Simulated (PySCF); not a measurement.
CaF, SMILES [F][Ca+], charge +1. Atoms are numbered in the order given.

```xyz
2

Ca     0.0000     0.0000    -0.5852
F      0.0000     0.0000     1.3005
```
Charge +1, spin multiplicity 1.

Coordinates come from a B3LYP-D3(BJ)/def2-TZVPD optimisation. The multiplicity is an assumed one; other spin states were not compared.

Calculation: PBE/def2-TZVPD run with PySCF.

Isolated molecule, no solvent.

Computed frontier levels, gap, dipole moment and polarisability:
* **highest occupied level**: -13.38 eV
* **lowest empty level**: -7.86 eV
* **orbital gap**: 5.52 eV
* **dipole moment about the centre of nuclear charge**: 7.74 D
* **mean static polarisability**: 13.9 bohr³ (2.05 Å³)
* **polarisability, principal values**: 10.1, 10.1, 21.4 bohr³
